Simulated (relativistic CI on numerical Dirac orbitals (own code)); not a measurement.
# Crystal-field levels of Ru⁵⁺, 4d3

Calculated by Dirac-Coulomb-Breit CI, KLI orbitals optimised for each configuration, a model potential for QED, valence Slater integrals scaled by 0.85, one configuration in a parametric crystal field (own radial code).

Field parameters in Wybourne normalisation: D3d B²₀ = −7Dσ, B⁴₀ = −14Dq − 21Dτ, B⁴₃ = −14√(10/7) Dq. The field is a parameter set, without covalency.

S is read from ⟨S²⟩ = S(S + 1).

Levels (cm⁻¹, degeneracy): 0 (2), 16 (2), 15598 (2), 16076 (2), 17007 (2), 17370 (2), 17610 (2), 25066 (2), 25086 (2), 25255 (2), 25824 (2), 26294 (2).

Q: Which field gives this pattern?
A. D3d, 10Dq = 27350, Dσ = 550, Dτ = -370 cm⁻¹
B. D3d, 10Dq = 27350, Dσ = 110, Dτ = -370 cm⁻¹
C. D3d, 10Dq = 27350, Dσ = -1200, Dτ = -370 cm⁻¹
D. D3d, 10Dq = 27350, Dσ = 330, Dτ = -370 cm⁻¹

A: B. D3d, 10Dq = 27350, Dσ = 110, Dτ = -370 cm⁻¹, ground level with S = 1.50.
